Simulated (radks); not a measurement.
Q: Tb L, 16 electrons, occupied as [Ne] 3s2 3p4. Method: scalar-relativistic Kohn-Sham, PBE, spin-unpolarised, spherical densities, point nucleus; computed with a radial shooting solver on a logarithmic mesh with Libxc functionals. Some entries of the table are withheld. Estimate them.

orbital  occ.  eigenvalue (eV)  <r> (bohr)
1s          2        -55227.81     0.02150
2s          2        -11837.88     0.09047
2p          6        -10905.91     0.07981
3s          2        -4648.828      0.2199
3p          4              (1)      0.2146
3d          0              (2)      0.1893
4s          0        -2447.405      0.4122

A: 
(1) 3p eigenvalue (eV): -4365.900
(2) 3d eigenvalue (eV): -4077.705
